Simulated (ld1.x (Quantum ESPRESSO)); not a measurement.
Varying the TM potential for zirconium

Base potential:

zirconium (Zr), norm-conserving Troullier–Martins (Kleinman–Bylander form), made with ld1.x (Quantum ESPRESSO) 7.5 (PBEsol, fully relativistic). Core [Ar] 3d10, reference 4s2 4p6 4d2 5s1.5 5p0.5. Waves: 4s (bound): rc 1.10 bohr; 4d (bound): rc 1.80 bohr; 4p (bound): rc 2.15 bohr. Local part: the p channel. Core correction: none.

Open shells are filled in proportion to 2j + 1 (rel_dist='average').

Occupied shells without a wave of their own: 5p, 5s. They enter only through the test configuration that unscreens the potential.

Cutoffs, loose and tight: the cutoffs (Ry, on a coarse ladder) from which the occupation-weighted sum of valence levels, in a spherical-Bessel basis at the reference potential, stays within 10 and 1 mRy of its value at 400 Ry. They do not see the model core or the augmentation charge, which bear on the density cutoff. Test errors are all-electron minus pseudo excitation energies from the reference, over the configurations 4s2 4p6 4d2 5s2 5p0; 4s2 4p6 4d2 5s1 5p0; 4s2 4p6 4d2 5s0 5p0; 4s2 4p5 4d2 5s2 5p0; 4s2 4p6 4d1 5s0 5p0; 4s2 4p6 4d2 5s0 5p2; 4s2 4p6 4d2 5s0 5p1. A dash means not determined; rows that change the core or the reference have their own tests.

Cutoffs are not given where the Bessel-basis levels miss the radial ones by over 6 mRy, ghosts where they miss by over 20 mRy; a channel whose overlap is not positive is not tested.

| change | outcome | bound ghosts | largest test error (meV) |
| --- | --- | --- | --- |
| base | generated, misses its reference levels by 1.20 eV | not determined | -558 |
| wave 4d (bound): rc 1.80 bohr becomes 4d (bound): rc 1.22 bohr | generated, misses its reference levels by 1.20 eV | not determined | -557 |
| wave 4d (bound): rc 1.80 bohr becomes 4d (bound): rc 1.36 bohr | generated, misses its reference levels by 1.20 eV | not determined | -557 |
| wave 4d (bound): rc 1.80 bohr becomes 4d (bound): rc 1.60 bohr | generated, misses its reference levels by 1.20 eV | not determined | -558 |
| wave 4d (bound): rc 1.80 bohr becomes 4d (bound): rc 1.76 bohr | generated, misses its reference levels by 1.20 eV | not determined | -558 |
| wave 4d (bound): rc 1.80 bohr becomes 4d (bound): rc 1.98 bohr | generated, misses its reference levels by 1.20 eV | not determined | -558 |
| wave 4d (bound): rc 1.80 bohr becomes 4d (bound): rc 2.12 bohr | generated, misses its reference levels by 1.20 eV | not determined | -558 |
| wave 4d (bound): rc 1.80 bohr becomes 4d (bound): rc 2.30 bohr | generated, misses its reference levels by 1.20 eV | not determined | -558 |
| wave 4d (bound): rc 1.80 bohr becomes 4d (bound): rc 2.50 bohr | generated, misses its reference levels by 1.20 eV | not determined | -557 |
| wave 4d (bound): rc 1.80 bohr becomes 4d (bound): rc 2.72 bohr | generated, misses its reference levels by 1.20 eV | not determined | -553 |
